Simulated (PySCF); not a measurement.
PySCF input file for C2H8BNO, SMILES CNBOC, PBE/pcSseg-1. The structure is a stationary point at PBE-D3(BJ)/def2-SVP. The structure was generated by enumeration, and PubChem lists no compound with its InChIKey, so it may never have been made. The values are those of a single conformer.

```python
import numpy as np
from pyscf import gto, scf, dft
from pyscf.prop.nmr import rks as nmr

mol = gto.M(
    atom='''
    B     0.80898033    0.00898990   -0.00000000
    H     1.94905926   -0.41962712   -0.00000000
    N    -0.28057290   -0.89218658    0.00000000
    C    -0.18334704   -2.33739272   -0.00000000
    H    -1.23967969   -0.53740452    0.00000000
    H    -0.65722701   -2.79531854   -0.89714786
    H    -0.65722701   -2.79531854    0.89714786
    H     0.88385886   -2.63145791   -0.00000000
    O     0.66385858    1.37908544    0.00000000
    C    -0.61157871    1.98022266   -0.00000000
    H    -1.20691430    1.70401741    0.90209363
    H    -0.48716123    3.08178519    0.00000000
    H    -1.20691431    1.70401741   -0.90209363
    ''',
    basis='pcSseg-1',
    charge=0,
    spin=0,
    max_memory=1600,
    verbose=3,
)
mf = dft.RKS(mol, xc='pbe')
mf.grids.level = 3
mf.conv_tol = 1e-10
mf.max_cycle = 100
mf.kernel()
n = nmr.NMR(mf)
n.verbose = 2
n.max_cycle_cphf = 60
sigma = n.kernel()
print('atom   isotropic/ppm   span/ppm')
for i, s in enumerate(sigma):
    w = np.linalg.eigvalsh((s + s.T) / 2)
    print(f'{mol.atom_symbol(i):2s}{i + 1:3d} {w.mean():14.3f} {w[2] - w[0]:11.3f}')
```

Log of the run:

```
converged SCF energy = -235.59391449878
atom   isotropic/ppm   span/ppm
B   1         69.697      43.250
H   2         26.811       4.158
N   3        166.705     119.840
C   4        144.251      60.056
H   5         28.427      12.365
H   6         28.168      11.201
H   7         28.168      11.201
H   8         27.995       7.335
O   9        224.382     254.605
C  10        125.838      79.482
H  11         27.559       8.233
H  12         27.210       9.145
H  13         27.559       8.233
```

Self-consistency was reached.
